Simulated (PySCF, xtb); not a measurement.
C3H3F4, SMILES F[CH]CC(F)(F)F (connectivity only; charge and spin as stated), charge +1, multiplicity 1.

GFN2-xTB run with xtb at its own geometry gives an orbital gap of 2.61 eV.

The structure is a stationary point at PBE0-D3(BJ)/def2-SVP. The multiplicity is an assumed one; no other spin state was optimised. The isomer is the one that the SMILES or the coordinates give; other isomers of the formula were not compared. One conformer was computed; it need not be the lowest.

Task: What does HF/def2-TZVP run with PySCF give? (An estimate is asked for; the answer gives what the named calculation found.)

Result: gap 15.08 eV (levels -21.03 and -5.95 eV).
